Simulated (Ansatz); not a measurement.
Ansatz results at the PBE0-D4/def2-TZVP geometry: HOMO energy (B3LYP/def2-TZVPP) -6.80 eV; HOMO–LUMO gap (ωB97M-V/def2-TZVPP) 10.25 eV; size of the dipole moment (PBE/def2-TZVPP) 1.46 D.

Q: Which molecule gave them?
A. `C[Si@H]1[SiH2][C@H]1F`
B. `[CH3][Al]([CH3])[AlH][Cl]`
C. `FC1=CCC1Cl`
D. `CC1(F)[SiH2][SiH2]1`

A: D. The others give `FC1=CCC1Cl`: -7.39, 11.77, 2.24; `C[Si@H]1[SiH2][C@H]1F`: -6.18, 9.15, 2.45; `[CH3][Al]([CH3])[AlH][Cl]`: -6.54, 7.82, 2.48.

B3LYP here is the variant with VWN-RPA as its local correlation; programs differ in this.
